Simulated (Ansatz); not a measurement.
A CCSD(T) single point on `C=CBC[SiH3]`.

```yaml
crystal:
  periodic: [false, false, false]
  atoms:
    - {symbol: C, position_ang: [-1.517292, 1.137237, 1.127405]}
    - {symbol: C, position_ang: [-1.247186, -0.156950, 1.318584]}
    - {symbol: B, position_ang: [-0.480580, -1.033370, 0.294488]}
    - {symbol: C, position_ang: [0.029438, -0.514268, -1.071378]}
    - {symbol: Si, position_ang: [1.803000, 0.092842, -0.859137]}
    - {symbol: H, position_ang: [-1.225947, 1.650942, 0.215275]}
    - {symbol: H, position_ang: [-2.032762, 1.743868, 1.866895]}
    - {symbol: H, position_ang: [-1.569258, -0.596275, 2.261255]}
    - {symbol: H, position_ang: [-0.210792, -2.163420, 0.601411]}
    - {symbol: H, position_ang: [-0.527159, 0.329067, -1.491645]}
    - {symbol: H, position_ang: [0.093493, -1.310975, -1.818998]}
    - {symbol: H, position_ang: [2.645185, -0.935091, -0.191925]}
    - {symbol: H, position_ang: [1.828397, 1.330225, -0.035013]}
    - {symbol: H, position_ang: [2.398762, 0.396769, -2.188315]}
basis:
  gaussian: {orbitals: def2-TZVPP}
correlation: {method: ccsd_t}
```

```sh
$ ansatz run in.yaml --threads 4 --pin off --events-out ev --progress --plain --max-ram 10444MiB
```

Output of Ansatz, abridged:

```
Functional definition: HF
1679 factors; integrals over basis functions are off by at most 1.2e-3 eV
mean field evaluation 1: about -11764.7336 eV, gradient 3.7e1 eV
mean field evaluation 2: about -11764.9596 eV, gradient 3.7e1 eV
mean field evaluation 4: about -11768.9838 eV, gradient 4.0e0 eV
mean field evaluation 8: about -11769.0448 eV, gradient 2.4e-1 eV
mean field -11769.04508541 eV, -432.5044295437 hartree, gradient 1.6e-6 eV, S^2 0.000000; 0 other end points of the search recorded, 0 dependent functions left out; unrestricted orbitals would lower it
9 core orbitals not correlated: weight in the atoms' cores, before any rotation towards them, 1.000 or more for the frozen orbitals, at most 0.000 for the correlated occupied ones
reference -11769.04508541 eV, -432.5044295437 hartree; 14, 14 occupied and 269, 269 virtual orbitals, 1679 factors
second order -19.77962713 eV of doubles, -0.00000000 eV of singles
cycle   1  -20.79851833 eV  change    -1.0e0 eV  update   9.8e-2
cycle   2  -21.38195155 eV  change   -5.8e-1 eV  update   3.1e-2
cycle   3  -21.47107448 eV  change   -8.9e-2 eV  update   1.3e-2
cycle   4  -21.46458218 eV  change    6.5e-3 eV  update   3.7e-3
cycle   5  -21.46452979 eV  change    5.2e-5 eV  update   1.5e-3
cycle   6  -21.46454898 eV  change   -1.9e-5 eV  update   4.8e-4
cycle   7  -21.46447404 eV  change    7.5e-5 eV  update   2.0e-4
cycle   8  -21.46453175 eV  change   -5.8e-5 eV  update   8.4e-5
cycle   9  -21.46453328 eV  change   -1.5e-6 eV  update   3.0e-5
perturbative correction -0.89371197 eV, -0.0328433092 hartree
Total energy: -11791.40333066 eV, -433.3260799017 hartree
```

Hardware: 4 threads of an Arm Neoverse V1 on a shared host. Wall time 3.7 min, peak host memory 9.2 GiB.

MP2 recovers 88.5 % of the CCSD(T) correlation energy and the triples give 4.0 %; T1 = 0.0115.
